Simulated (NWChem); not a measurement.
The numbers come from NWChem runs, not from measurements. System: hydrogen selenide (H$_{2}$Se), charge 0, spin multiplicity 1, optimised in this run. Level: PBE0/def2-SVP. This build takes 78.918 as the default mass of Se and 79.917 as that of Br, the reverse of their main isotopes.

The NWChem input:

```
start mol
memory heap 200 mb stack 900 mb global 1100 mb
geometry units angstroms
  Se     0.000000     0.000000    -0.055799
  H      1.028403     0.000000     0.948580
  H     -1.028403     0.000000     0.948580
  symmetry group C2v
end
basis spherical
  * library def2-svp
end
dft
  xc pbe0
  semidirect memsize 60000000 filesize 0
  iterations 100
end
driver
  maxiter 80
end
task dft optimize
task dft freq
```

NWChem printed:

```
             Northwest Computational Chemistry Package (NWChem) 7.3.0
             --------------------------------------------------------

                                NWChem Input Module
                                -------------------

 Scaling coordinates for geometry "geometry" by  1.889725989
 (inverse scale =  0.529177249)

 Turning off AUTOSYM since
 SYMMETRY directive was detected!

          ------
          auto-z
          ------

                             Geometry "geometry" -> ""
                             -------------------------

 Output coordinates in angstroms (scale by  1.889725989 to convert to a.u.)

  No.       Tag          Charge          X              Y              Z
 ---- ---------------- ---------- -------------- -------------- --------------
    1 Se                  34.0000     0.00000000     0.00000000    -0.05579883
    2 H                    1.0000     1.02840300     0.00000000     0.94858017
    3 H                    1.0000    -1.02840300     0.00000000     0.94858017

 Effective nuclear repulsion energy (a.u.)      25.2897647142

            Nuclear Dipole moment (a.u.)
            ----------------------------
        X                 Y               Z
 ---------------- ---------------- ----------------
     0.0000000000     0.0000000000     0.0000000000

      Symmetry information
      --------------------

 Group name             C2v
 Group number             16
 Group order               4
 No. of unique centers     2

      Symmetry unique atoms

     1    2


 Summary of "ao basis" -> "" (spherical)
 ------------------------------------------------------------------------------
       Tag                 Description            Shells   Functions and Types
 ---------------- ------------------------------  ------  ---------------------
 *                          def2-svp                  on all atoms

                           NWChem Geometry Optimization
                           ----------------------------

 maximum gradient threshold         (gmax) =   0.000450
 rms gradient threshold             (grms) =   0.000300
 maximum cartesian step threshold   (xmax) =   0.001800
 rms cartesian step threshold       (xrms) =   0.001200
 fixed trust radius                (trust) =   0.300000
 maximum step size to saddle      (sadstp) =   0.100000
 energy precision                  (eprec) =   5.0D-06
 maximum number of steps          (nptopt) =   80
 initial hessian option           (inhess) =    0
 line search option               (linopt) =    1
 hessian update option            (modupd) =    1
 saddle point option              (modsad) =    0
 initial eigen-mode to follow     (moddir) =    0
 initial variable to follow       (vardir) =    0
 follow first negative mode     (firstneg) =    T
 apply conjugacy                    (opcg) =    F
 source of zmatrix                         =   autoz

          -------------------
          Energy Minimization
          -------------------

 Names of Z-matrix variables
    1              2              3

 Variables with the same non-blank name are constrained to be equal

 Using diagonal initial Hessian
 Scaling for Hessian diagonals: bonds = 1.00  angles = 0.25  torsions = 0.10

          --------
          Step   0
          --------

                         Geometry "geometry" -> "geometry"
                         ---------------------------------

 Output coordinates in angstroms (scale by  1.889725989 to convert to a.u.)

  No.       Tag          Charge          X              Y              Z
 ---- ---------------- ---------- -------------- -------------- --------------
    1 Se                  34.0000     0.00000000     0.00000000    -0.05579883
    2 H                    1.0000     1.02840300     0.00000000     0.94858017
    3 H                    1.0000    -1.02840300     0.00000000     0.94858017

 Effective nuclear repulsion energy (a.u.)      25.2897647142

            Nuclear Dipole moment (a.u.)
            ----------------------------
        X                 Y               Z
 ---------------- ---------------- ----------------
     0.0000000000     0.0000000000     0.0000000000

      Symmetry information
      --------------------

 Group name             C2v
 Group number             16
 Group order               4
 No. of unique centers     2

      Symmetry unique atoms

     1    2

                                 NWChem DFT Module
                                 -----------------

 Summary of "ao basis" -> "ao basis" (spherical)
 ------------------------------------------------------------------------------
       Tag                 Description            Shells   Functions and Types
 ---------------- ------------------------------  ------  ---------------------
 Se                         def2-svp                12       32   5s4p3d
 H                          def2-svp                 3        5   2s1p

 Summary of "ao basis" -> "ao basis" (spherical)
 ------------------------------------------------------------------------------
       Tag                 Description            Shells   Functions and Types
 ---------------- ------------------------------  ------  ---------------------
 Se                         def2-svp                12       32   5s4p3d
 H                          def2-svp                 3        5   2s1p

      Symmetry analysis of basis
      --------------------------

        a1         19
        a2          4
        b1         11
        b2          8

            General Information
            -------------------
          SCF calculation type: DFT
[...]
     4     36    1.32D-03       7.2
     5     45    7.69D-06       7.8

 HESSIAN: the CPHF contributions are done

 Derivative Dipole

 X vector of derivative dipole (au) [debye/angstrom]
 d_dipole_x/<atom=   1,x> =     0.0242     [    0.1160]
 d_dipole_x/<atom=   1,y> =     0.0000     [    0.0000]
 d_dipole_x/<atom=   1,z> =     0.0000     [    0.0000]
 d_dipole_x/<atom=   2,x> =    -0.0121     [   -0.0581]
 d_dipole_x/<atom=   2,y> =    -0.0000     [   -0.0000]
 d_dipole_x/<atom=   2,z> =    -0.1065     [   -0.5117]
 d_dipole_x/<atom=   3,x> =    -0.0121     [   -0.0581]
 d_dipole_x/<atom=   3,y> =    -0.0000     [   -0.0000]
 d_dipole_x/<atom=   3,z> =     0.1065     [    0.5117]

 Y vector of derivative dipole (au) [debye/angstrom]
 d_dipole_y/<atom=   1,x> =    -0.0000     [   -0.0000]
 d_dipole_y/<atom=   1,y> =    -0.1937     [   -0.9302]
 d_dipole_y/<atom=   1,z> =     0.0000     [    0.0000]
 d_dipole_y/<atom=   2,x> =    -0.0000     [   -0.0000]
 d_dipole_y/<atom=   2,y> =     0.0968     [    0.4651]
 d_dipole_y/<atom=   2,z> =    -0.0000     [   -0.0000]
 d_dipole_y/<atom=   3,x> =     0.0000     [    0.0000]
 d_dipole_y/<atom=   3,y> =     0.0968     [    0.4651]
 d_dipole_y/<atom=   3,z> =    -0.0000     [   -0.0000]

 Z vector of derivative dipole (au) [debye/angstrom]
 d_dipole_z/<atom=   1,x> =     0.0000     [    0.0000]
 d_dipole_z/<atom=   1,y> =     0.0000     [    0.0000]
 d_dipole_z/<atom=   1,z> =     0.1633     [    0.7845]
 d_dipole_z/<atom=   2,x> =    -0.0225     [   -0.1081]
 d_dipole_z/<atom=   2,y> =    -0.0000     [   -0.0000]
 d_dipole_z/<atom=   2,z> =    -0.0817     [   -0.3923]
 d_dipole_z/<atom=   3,x> =     0.0225     [    0.1081]
 d_dipole_z/<atom=   3,y> =    -0.0000     [   -0.0000]
 d_dipole_z/<atom=   3,z> =    -0.0817     [   -0.3923]

 HESSIAN: the Hessian is done

  Vibrational analysis via the FX method

  See chapter 2 in "Molecular Vibrations" by Wilson, Decius and Cross

  Vib: Default input used

 ---------------------------- Atom information ----------------------------
     atom    #        X              Y              Z            mass
 --------------------------------------------------------------------------
    Se       1  0.0000000D+00  0.0000000D+00 -1.3440500D-01  7.8918300D+01
    H        2  1.9846771D+00  0.0000000D+00  1.8070368D+00  1.0078250D+00
    H        3 -1.9846771D+00  0.0000000D+00  1.8070368D+00  1.0078250D+00
 --------------------------------------------------------------------------

          ----------------------------------------------------
          MASS-WEIGHTED NUCLEAR HESSIAN (Hartree/Bohr/Bohr/Kamu)
          ----------------------------------------------------

               1            2            3            4            5            6            7            8            9
   ----- ----- ----- ----- -----
    1    3.00938D+00
    2   -4.76255D-09 -1.53393D-03
    3    9.77887D-07  6.52588D-07  3.26589D+00
    4   -1.33136D+01  8.68263D-09 -1.04388D+01  1.29777D+02
    5   -1.58216D-08  4.87208D-03 -4.54798D-08  8.08805D-08 -4.46313D-02
    6   -1.30283D+01 -4.42760D-09 -1.44458D+01  1.03831D+02 -7.21195D-08  1.20280D+02
    7   -1.33136D+01 -1.37104D-08  1.04388D+01 -1.19650D+01  2.81074D-08  1.14566D+01  1.29777D+02
    8    3.36966D-08  4.87210D-03 -7.25164D-08  1.07044D-07  2.00423D-03  1.66765D-07 -1.97495D-07 -4.46314D-02
    9    1.30283D+01 -1.28406D-08 -1.44458D+01 -1.14566D+01 -3.63738D-08  7.55141D+00 -1.03831D+02 -4.13582D-09  1.20280D+02


 ----------------------------------------------------------------------------
 Normal Eigenvalue ||         Derivative Dipole Moments (debye/angs)
  Mode   [cm**-1]  ||      [d/dqX]             [d/dqY]           [d/dqZ]
 ------ ---------- || ------------------ ------------------ -----------------
    1      -35.105 ||       0.000               0.000             0.000
    2      -34.609 ||       0.461               0.000            -0.000
    3      -34.002 ||      -0.000               0.663            -0.000
    4       -3.289 ||       0.000              -0.002             0.000
    5        2.852 ||       0.001              -0.000            -0.000
    6        4.911 ||      -0.000              -0.000            -0.000
    7     1062.500 ||      -0.000              -0.000            -0.302
    8     2465.916 ||       0.000              -0.000            -0.495
    9     2484.483 ||      -0.560               0.000            -0.000
 ----------------------------------------------------------------------------

 ----------------------------------------------------------------------------
 Normal Eigenvalue ||                 Infra Red Intensities
  Mode   [cm**-1]  || [atomic units] [(debye/angs)**2] [(KM/mol)] [arbitrary]
 ------ ---------- || -------------- ----------------- ---------- -----------
    1      -35.105 ||    0.000000           0.000         0.000       0.000
    2      -34.609 ||    0.009210           0.212         8.979      14.675
    3      -34.002 ||    0.019081           0.440        18.601      30.403
    4       -3.289 ||    0.000000           0.000         0.000       0.000
    5        2.852 ||    0.000000           0.000         0.000       0.000
    6        4.911 ||    0.000000           0.000         0.000       0.000
    7     1062.500 ||    0.003958           0.091         3.858       6.306
    8     2465.916 ||    0.010621           0.245        10.354      16.924
    9     2484.483 ||    0.013614           0.314        13.271      21.691
 ----------------------------------------------------------------------------

        Vibrational analysis via the FX method
  --- with translations and rotations projected out ---
  --- via the Eckart algorithm                      ---
 Projected Nuclear Hessian trans-rot subspace norm:8.1852D-34
                         (should be close to zero!)

          --------------------------------------------------------
          MASS-WEIGHTED PROJECTED HESSIAN (Hartree/Bohr/Bohr/Kamu)
          --------------------------------------------------------

               1            2            3            4            5            6            7            8            9
   ----- ----- ----- ----- -----
    1    3.00952D+00
    2    6.55093D-25  0.00000D+00
    3    3.29849D-07 -8.38518D-23  3.26537D+00
    4   -1.33157D+01 -8.69541D-24 -1.04388D+01  1.29786D+02
    5    5.07232D-24  0.00000D+00 -7.07227D-22 -3.36639D-23  0.00000D+00
    6   -1.30256D+01  4.08684D-22 -1.44477D+01  1.03819D+02  3.09067D-21  1.20301D+02
    7   -1.33157D+01  2.89847D-24  1.04388D+01 -1.19554D+01  9.61826D-24  1.14451D+01  1.29786D+02
    8    1.15939D-23  0.00000D+00 -7.13024D-22  0.00000D+00 -4.20228D-19  3.08265D-21 -2.56487D-23  0.00000D+00
    9    1.30256D+01  4.94189D-22 -1.44477D+01 -1.14451D+01  3.10349D-21  7.54760D+00 -1.03819D+02  3.13555D-21  1.20301D+02

 center of mass
 --------------
 x =   0.00000000 y =   0.00000000 z =  -0.08605363

 moments of inertia (a.u.)
 ------------------
           7.408168959507           0.000000000000           0.000000000000
           0.000000000000          15.347699602894           0.000000000000
           0.000000000000           0.000000000000           7.939530643387

 Rotational Constants
 --------------------
 A=   8.126188 cm-1  ( 11.691511 K)
 B=   7.582334 cm-1  ( 10.909044 K)
 C=   3.922423 cm-1  (  5.643366 K)

 Temperature                      =   298.15K
 frequency scaling parameter      =   1.0000

 Zero-Point correction to Energy  =    8.592 kcal/mol  (  0.013692 au)
 Thermal correction to Energy     =   10.387 kcal/mol  (  0.016552 au)
 Thermal correction to Enthalpy   =   10.979 kcal/mol  (  0.017496 au)

 Total Entropy                    =   52.324 cal/mol-K
   - Translational                =   39.070 cal/mol-K (mol. weight =  80.9339)
   - Rotational                   =   13.182 cal/mol-K (symmetry #  =        2)
   - Vibrational                  =    0.073 cal/mol-K

 Cv (constant volume heat capacity) =    6.276 cal/mol-K
   - Translational                  =    2.979 cal/mol-K
   - Rotational                     =    2.979 cal/mol-K
   - Vibrational                    =    0.317 cal/mol-K


 ----------------------------------------------------------------------------
 Normal Eigenvalue ||    Projected Derivative Dipole Moments (debye/angs)
  Mode   [cm**-1]  ||      [d/dqX]             [d/dqY]           [d/dqZ]
 ------ ---------- || ------------------ ------------------ -----------------
    1       -0.000 ||       0.458               0.000            -0.000
    2       -0.000 ||       0.000              -0.000            -0.000
    3        0.000 ||       0.000              -0.105             0.000
    4        0.000 ||      -0.000               0.463            -0.000
    5        0.000 ||      -0.000               0.463            -0.000
    6        0.000 ||      -0.050              -0.000             0.000
    7     1062.612 ||       0.000              -0.000            -0.302
    8     2465.957 ||       0.000              -0.000            -0.495
    9     2484.474 ||      -0.560               0.000            -0.000
 ----------------------------------------------------------------------------

 ----------------------------------------------------------------------------
 Normal Eigenvalue ||           Projected Infra Red Intensities
  Mode   [cm**-1]  || [atomic units] [(debye/angs)**2] [(KM/mol)] [arbitrary]
 ------ ---------- || -------------- ----------------- ---------- -----------
    1       -0.000 ||    0.009101           0.210         8.872      14.501
    2       -0.000 ||    0.000000           0.000         0.000       0.000
    3        0.000 ||    0.000475           0.011         0.463       0.757
    4        0.000 ||    0.009303           0.215         9.069      14.823
    5        0.000 ||    0.009303           0.215         9.069      14.823
    6        0.000 ||    0.000110           0.003         0.107       0.174
    7     1062.612 ||    0.003957           0.091         3.858       6.305
    8     2465.957 ||    0.010622           0.245        10.355      16.925
    9     2484.474 ||    0.013614           0.314        13.271      21.692
 ----------------------------------------------------------------------------

 Task  times  cpu:        6.0s     wall:        6.0s

 Total times  cpu:        7.8s     wall:        7.8s
```
